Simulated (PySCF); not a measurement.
Electron correlation in La (lanthanum, neutral)

[Xe] 5d3, high-spin 4F determinant (an excited configuration). Calculation: PySCF 2.14, in x2c-TZVPPall (11s7p7d3f1g, 97 functions); the spin-free X2C one-electron Hamiltonian (Gaussian nucleus). Frozen: [Kr] 4d10; 11 electrons correlated.

```csv
level,correlation energy (mhartree)
CCSD,-217.45
(T),-7.52
CCSD(T),-224.97
```

Diagnostics: T1 = 0.0072, D1 = 0.0135, largest double amplitude 0.038.

Is a single reference adequate?

Yes, within this model without spin-orbit coupling: T1 lies below 0.03 and no double amplitude reaches 0.07.
